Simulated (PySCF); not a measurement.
**Removing an electron from `[SiH3]O[SiH2][SiH3]`**

H8OSi3.
Structure used (PBE0-D3(BJ)/def2-SVP), in Å, numbered top down from 1:
```xyz
12
H8OSi3 angstrom
Si     1.859   -1.099    0.368
O      1.303    0.458    0.268
Si    -0.067    1.398    0.177
Si    -1.947    0.072   -0.306
H      3.235   -1.152   -0.198
H      0.961   -2.012   -0.406
H      1.886   -1.552    1.791
H      0.120    2.423   -0.894
H     -0.262    2.114    1.474
H     -1.770   -0.625   -1.618
H     -3.168    0.935   -0.378
H     -2.147   -0.961    0.758
```

Level: PBE0/def2-SVPD (PySCF). Frontier orbitals with their largest atomic shares (Löwdin; up to four atoms above 4 %):

```tsv
orbital	ε (eV)	main atoms
HOMO−3	-9.67	Si4 21 %, H12 13 %, Si3 12 %, H10 11 %
HOMO−2	-9.44	Si1 31 %, H6 23 %, H5 16 %, O2 14 %
HOMO−1	-8.66	O2 33 %, Si3 14 %, Si1 14 %, H7 12 %
HOMO	-7.98	?
LUMO	-0.62	Si3 24 %, Si4 17 %, Si1 15 %, O2 11 %
LUMO+1	0.32	Si4 30 %, Si3 19 %, Si1 11 %, H10 10 %
LUMO+2	0.36	Si4 34 %, Si3 25 %, H12 12 %, H8 6 %
```

Q: What vertical ionisation energy does ΔSCF give, and how far is −ε(HOMO) from it?

A: ΔSCF: 9.85 eV (950 kJ/mol; threshold wavelength 126 nm); ⟨S²⟩ of the doublet left behind is 0.755, against 0.75 for a pure doublet. −ε(HOMO) is 7.98 eV, 1.87 eV below it. For the exact functional −ε(HOMO) would equal the first vertical ionisation energy; PBE0 (global hybrid, 25 % exact exchange) falls short of its own ΔSCF value by 19 %.

Q: On which atoms does the HOMO lie?

A: Si4 (SiH3 silicon) 29 %, Si3 (oxygen-bound silicon) 25 %, O2 (siloxane oxygen) 18 %, H9 (Si–H hydrogen) 5 %, so no atom holds as much as 40 %. The HOMO−1 lies 0.68 eV lower.

Q: How many of the 10 lowest singlet excitations (vertical TDDFT, same level) lie below the ionisation energy?

A: All 10; they run from 6.11 to 7.94 eV.

Q: What kinetic energy would electrons from this vertical process carry with He I light (21.218 eV)?

A: 21.22 − 9.85 = 11.37 eV.

Q: Shift the occupied levels rigidly so that −ε(HOMO) equals the ΔSCF value. What binding energies result?

A: The shift is +1.87 eV: HOMO 9.85, HOMO−1 10.53, HOMO−2 11.31, HOMO−3 11.54 eV. A rigid shift is only a rough guide to the deeper ionisations.

Isolated species at its PBE0-D3(BJ)/def2-SVP geometry (one conformer only).

The run behind these numbers computed excited states and ΔSCF ions as well. Hardware: x86-64 server, one thread (shared host). Cost: 67 s wall.
